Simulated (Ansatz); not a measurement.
Geometry optimisation, RKS BLYP-D4/6-31G* in Ansatz 0.2.0.

Input file:

```yaml
crystal:
  periodic: [false, false, false]
  atoms:
    - { symbol: C, position_ang: [-0.1713, 1.4609, -0.5041] }
    - { symbol: B, position_ang: [0.0117, 0.0202, 0.0091] }
    - { symbol: C, position_ang: [1.1274, -0.3065, 1.05] }
    - { symbol: Al, position_ang: [-1.1168, -1.4938, -0.694] }
    - { symbol: H, position_ang: [-0.0866, 1.5244, -1.635] }
    - { symbol: H, position_ang: [-1.2509, 1.8437, -0.2634] }
    - { symbol: H, position_ang: [0.5305, 2.2074, -0.0446] }
    - { symbol: H, position_ang: [1.906, -1.0228, 0.6154] }
    - { symbol: H, position_ang: [0.7094, -0.7266, 2.0195] }
    - { symbol: H, position_ang: [1.7179, 0.6134, 1.3624] }
    - { symbol: H, position_ang: [-2.3538, -1.1859, -1.7273] }
    - { symbol: H, position_ang: [-0.9466, -2.9896, -0.1541] }
basis:
  gaussian: { orbitals: "6-31G*" }
hamiltonian:
  xc: blyp
  dispersion: d4
relax:
  f_tol: 0.015
  max_steps: 40
output:
  orbitals: {}
```

Command:

```bash
$ ansatz run input.yaml --threads 1 --pin off --max-ram 2048MiB --backend cpu --events-out ev --progress --plain --runs-dir out
```

Problem. Where does it end, and by what steps?

Solution. It converged. The force dipped under the threshold on the way, but the program's further checks kept it going. After 20 steps the energy has fallen by 0.462 eV; H12 moved furthest, 1.56 Å.

```
step  energy less start (eV)  largest force component (eV/Å)  accepted
   0                  0.0000                           1.742       yes
   1                 -0.3089                           0.681       yes
   2                 -0.3302                           0.439       yes
   3                 -0.3559                           0.071       yes
   4                 -0.3565                           0.026       yes
   5                 -0.3617                           0.041       yes
   6                 -0.3640                           0.076       yes
   7                 -0.3660                           0.185       yes
   8                 -0.3698                           0.115       yes
   9                 -0.3873                           0.036       yes
  10                 -0.3959                           0.180       yes
  11                 -0.4040                           0.280       yes
  12                 -0.4106                           0.343       yes
  13                 -0.4398                           0.072       yes
  14                 -0.4466                           0.264       yes
  15                 -0.4548                           0.129       yes
  16                 -0.4582                           0.106       yes
  17                 -0.4605                           0.013       yes
  18                 -0.4612                           0.032       yes
  19                 -0.4613                           0.050       yes
  20                 -0.4616                           0.012       yes
```

```xyz
12
Properties=species:S:1:pos:R:3
C 0.086 1.412 -0.733
B 0.021 0.014 0.011
C 0.912 -0.169 1.309
Al -1.229 -1.576 -0.712
H -0.091 1.401 -1.823
H -0.752 2.004 -0.302
H 1.005 1.992 -0.525
H 1.863 -0.617 0.943
H 0.533 -0.868 2.075
H 1.194 0.782 1.799
H -2.794 -1.683 -0.337
H -0.671 -2.747 -1.671
```

Run time: 66 s on 1 CPU thread of a shared host.
